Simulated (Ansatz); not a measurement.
Computed with Ansatz on PBE0-D4/def2-TZVP structures; ΔE is electronic, products minus reactants. CBS: MP2 limit from def2 TZ/QZ plus the TZ coupled-cluster correction, frozen cores. DFT in def2-TZVPP. For Br, Ge outer-core shells are correlated without core-valence functions, which leaves a few kJ/mol of doubt a bond. Scalar relativity is left out up to krypton. Each species was taken in one conformer, which may not be the lowest.

Reaction (redistribution): `C[SiH2]CBr` + `[CH3][Ge]([OH])([OH])[F]` → `O[SiH2]CBr` + `[CH3][Ge]([CH3])([OH])[F]`

`C[SiH2]CBr`:

Z-matrix (Å, degrees):
```
C
Si 1 1.864
H 1 1.092 2 110.6
H 1 1.092 2 110.6 3 120.0
H 1 1.093 2 110.9 3 -120.2
C 2 1.884 1 111.2 3 60.0
H 2 1.486 1 111.4 3 -60.7
H 2 1.492 1 110.6 3 178.5
Br 6 1.949 2 110.1 1 -60.3
H 6 1.090 2 112.6 1 58.2
H 6 1.089 2 112.4 1 -178.6
```

`[CH3][Ge]([OH])([OH])[F]`:

Z-matrix (Å, degrees):
```
C
Ge 1 1.916
H 1 1.089 2 109.8
H 1 1.090 2 109.3 3 -120.2
H 1 1.090 2 109.4 3 120.1
O 2 1.755 1 109.6 3 172.2
O 2 1.764 1 115.8 3 -64.4
F 2 1.742 1 110.2 3 52.7
H 6 0.961 2 112.7 1 164.7
H 7 0.961 2 111.7 1 113.3
```

`O[SiH2]CBr`:

Cartesian coordinates in Å:
```
O -0.974 1.104 -1.276
Si -0.159 0.735 0.109
C 0.208 -1.102 0.221
Br 1.104 -1.371 1.929
H -0.467 1.255 -2.074
H -1.045 1.105 1.234
H 1.136 1.461 0.176
H -0.688 -1.722 0.232
H 0.886 -1.466 -0.550
```

`[CH3][Ge]([CH3])([OH])[F]`:

Z-matrix (Å, degrees):
```
C
Ge 1 1.936
H 1 1.091 2 109.8
H 1 1.091 2 110.1 3 -119.5
H 1 1.091 2 110.3 3 120.1
C 2 1.927 1 118.8 3 177.2
O 2 1.771 1 112.1 3 -58.3
F 2 1.750 1 105.1 3 56.4
H 6 1.090 2 109.1 1 -178.2
H 6 1.090 2 110.3 1 -58.3
H 6 1.091 2 110.2 1 62.2
H 7 0.960 2 113.4 1 55.7
```

| species | B97M-V energy (Eh) |
| --- | --- |
| `C[SiH2]CBr` | -2943.59180 |
| `[CH3][Ge]([OH])([OH])[F]` | -2368.18881 |
| `O[SiH2]CBr` | -2979.53555 |
| `[CH3][Ge]([CH3])([OH])[F]` | -2332.25786 |

Q: Work out ΔE.

A: ΔE = (-2979.53555) + (-2332.25786) − (-2943.59180) − (-2368.18881) = -0.01280 Eh = -33.6 kJ/mol. CCSD(T)/CBS gives -39.9 kJ/mol.

Largest T1 diagnostic among the species: 0.012.

At CCSD(T), def2-SVP lies +18.4 kJ/mol from the extrapolated value and def2-TZVPP +2.3 kJ/mol. Leaving LDA and LC-ωPBE aside and taking each functional with its dispersion term where it has one, the values, not all of them listed here, spread over 8.6 kJ/mol, from BHLYP-D4 to revPBE-D4.
